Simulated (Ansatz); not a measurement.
An input meant for In(NH2Me)H3 (CH8InN) (charge 0, singlet; scaled by 0.92).

```yaml
crystal:
  periodic: [false, false, false]
  atoms:
    - {symbol: In, position_ang: [-0.225293, -0.366505, -1.636555]}
    - {symbol: N, position_ang: [-0.230906, -0.393621, 0.558726]}
    - {symbol: C, position_ang: [0.394568, 0.655752, 1.118069]}
    - {symbol: H, position_ang: [0.162954, -1.201510, 0.828355]}
    - {symbol: H, position_ang: [-1.126938, -0.435670, 0.834184]}
    - {symbol: H, position_ang: [0.386296, 0.634555, 2.132569]}
    - {symbol: H, position_ang: [1.354712, 0.678449, 0.801674]}
    - {symbol: H, position_ang: [-0.047050, 1.510816, 0.807642]}
    - {symbol: H, position_ang: [1.371356, -0.368835, -1.803487]}
    - {symbol: H, position_ang: [-1.009721, 1.025483, -1.792161]}
    - {symbol: H, position_ang: [-1.029979, -1.738913, -1.849027]}
basis:
  gaussian: {orbitals: cc-pVTZ-rifit}
hamiltonian: {xc: {name: PBE}, dispersion: d3bjatm, pseudopotentials: {relativity: scalar}}
scf: {omitted_lower_state_checks: [starts]}
```

```sh
$ ansatz run in.yaml --threads 4 --pin off --events-out ev --progress --plain --max-ram 3916MiB
```

Q: Predict how Ansatz answers.

A: The program refused the input. The basis set is misnamed or doesn't suit the job.
```
Functional definition: PBE
  name "PBE"
  cite "Perdew, Burke & Ernzerhof, Phys. Rev. Lett. 77, 3865 (1996) doi:10.1103/PhysRevLett.77.3865"
  parent pbe
  parameter kappa = 0.804
  parameter beta = 0.06672455060314922
  exchange = pbe_x(kappa = kappa, mu = beta*pi^2/3)
  correlation = pbe_c(beta = beta)
these checks for a lower state are left out or cut short: starts
Error: [file] the basis set cc-pVTZ-RIFIT has no functions for In
```
